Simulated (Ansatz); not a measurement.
Mulliken charges of C3H5ClSi, SMILES `C=C=C([SiH3])Cl` from r2SCAN/def2-TZVPP in Ansatz (PBE0-D4/def2-TZVP geometry).

| atom | x (Å) | y (Å) | z (Å) | charge (e) |
| --- | --- | --- | --- | --- |
| C1 | -0.901 | 1.973 | -0.476 | -0.171 |
| C2 | -0.374 | 0.790 | -0.581 | 0.135 |
| C3 | 0.156 | -0.396 | -0.628 | -0.211 |
| Si4 | 0.657 | -1.363 | 0.888 | 0.322 |
| Cl5 | 0.442 | -1.180 | -2.165 | -0.117 |
| H6 | -0.282 | 2.864 | -0.470 | 0.110 |
| H7 | -1.976 | 2.104 | -0.397 | 0.110 |
| H8 | -0.089 | -2.646 | 0.918 | -0.058 |
| H9 | 0.337 | -0.548 | 2.086 | -0.063 |
| H10 | 2.112 | -1.649 | 0.827 | -0.058 |

Problem. By hand: the dipole of these point charges (1 e Å = 4.8032 D).

Solution. Σ q r = (-0.156, 0.382, 0.347) e Å, of length 0.539 e Å = 2.59 D.

Problem. How does the dipole of the full density compare? (Estimate.)

Solution. Ansatz gave: (-0.109, 0.264, 0.221) e Å, 1.73 D; the point charges give 1.50 times that, at 2° from its direction.

Point charges leave out the atoms' own dipoles, such as those of lone pairs, and Mulliken's split depends on the basis, so the two needn't agree.
